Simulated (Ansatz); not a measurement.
Ansatz (a first-principles code) input file for chloro(difluoro)methane (CHClF2), SMILES FC(F)Cl, PBE0/def2-SVPD. Geometry: PBE0-D3(BJ)/def2-SVP.

Ansatz 0.2 input:
```yaml
crystal:
  periodic: [false, false, false]
  atoms:
    - {symbol: F, position_ang: [-1.02708143, 0.15320337, 1.07901736]}
    - {symbol: C, position_ang: [-0.44471337, -0.35846616, -0.00000000]}
    - {symbol: F, position_ang: [-1.02708144, 0.15320337, -1.07901735]}
    - {symbol: Cl, position_ang: [1.27653896, 0.04987727, -0.00000000]}
    - {symbol: H, position_ang: [-0.54541615, -1.45477730, -0.00000001]}
basis:
  gaussian:
    orbitals: def2-SVPD
hamiltonian:
  xc: {name: PBE0}
```

Log of the run:

```
WARN ansatz: RAYON_NUM_THREADS=1 ignored (pool sized by the plan → 1); use --threads N
Functional definition: PBE0
integrals: 0.03 GiB planned
889 factors; their error is unknown
mean field: 0.33 GiB planned
mean field evaluation 1: about -18989.5655 eV, gradient 2.8e1 eV
mean field evaluation 2: about -18988.5965 eV, gradient 3.9e1 eV
mean field evaluation 4: about -18990.7195 eV, gradient 5.9e-1 eV
mean field evaluation 8: about -18990.8260 eV, gradient 1.3e-1 eV
mean field evaluation 16: about -18990.8261 eV, gradient 2.4e-5 eV
mean field -18990.82606710 eV, -697.8999855217 hartree, gradient 2.4e-5 eV, S^2 0.000000; 0 other end points of the search recorded, 0 dependent functions left out
reference -18990.82609985 eV, -697.8999867254 hartree; 21, 21 occupied and 80, 80 virtual orbitals, 889 factors
Total energy: -18990.82609985 eV, -697.8999867254 hartree
```

Self-consistency was reached.

Cost: around 0.9 core-seconds (rough).
